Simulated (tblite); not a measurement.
Problem. What does the GFN2-xTB structure of `C1=CC=C2C(=C1)[SiH2]C1=CC=CC=C12` look like in three dimensions?

Solution. 
```xyz
23
C12H10Si angstrom
C      3.4997   -0.1103    0.0681
C      2.9217   -1.3414   -0.1920
C      1.5440   -1.4730   -0.2484
C      0.7340   -0.3646   -0.0438
C      1.3192    0.8871    0.2211
C      2.6955    1.0006    0.2738
Si    -0.0095    2.2018    0.4562
C     -1.3272    0.8881    0.1607
C     -2.7045    1.0022    0.1504
C     -3.4990   -0.1086   -0.0904
C     -2.9109   -1.3404   -0.3226
C     -1.5321   -1.4722   -0.3172
C     -0.7316   -0.3641   -0.0764
H      4.5754   -0.0162    0.1100
H      3.5490   -2.2068   -0.3519
H      1.1116   -2.4419   -0.4526
H      3.1466    1.9618    0.4770
H      0.0146    3.2505   -0.5662
H     -0.0399    2.7714    1.8056
H     -3.1638    1.9641    0.3307
H     -4.5755   -0.0146   -0.0974
H     -3.5310   -2.2055   -0.5102
H     -1.0910   -2.4409   -0.5015
```

Any rigid rotation of these coordinates is as good. Atoms count from 1 in this order. The 5-membered ring C4–C5–Si7–C8–C13 has internal angles of 89.3° to 114.8°; it is planar, 0.00 Å rms from its mean plane, widest ring torsion 0°. The 6-membered ring C1–C2–C3–C4–C5–C6 has internal angles of 119.6° to 120.5° (sum 720°, against 720° for a flat polygon); it is planar, 0.00 Å rms from its mean plane, widest ring torsion 0°. Of the pairs four or more bonds apart, H16···H23 is among the closest relative to their van der Waals radii: 2.20 Å, 92 % of the sum of Bondi's values. The C–C distances run from 1.382 Å (C5–C6, aromatic) to 1.466 Å (C4–C13, drawn single), a spread of 0.084 Å.

Bonds between heavy atoms (Å): C1–C2 1.385, C2–C3 1.385, C3–C4 1.388, C4–C5 1.407, C5–C6 1.382, C5–Si7 1.884, Si7–C8 1.884, C8–C9 1.382, C9–C10 1.387, C10–C11 1.385, C11–C12 1.385, C12–C13 1.388, C1–C6 1.387, C8–C13 1.407, C4–C13 1.466.

Computed geometry: GFN2-xTB, gas phase.

Point group: C2v (every atom within 0.08 Å of its image). Its GFN2-xTB frequencies are all real (lowest 82 cm⁻¹).
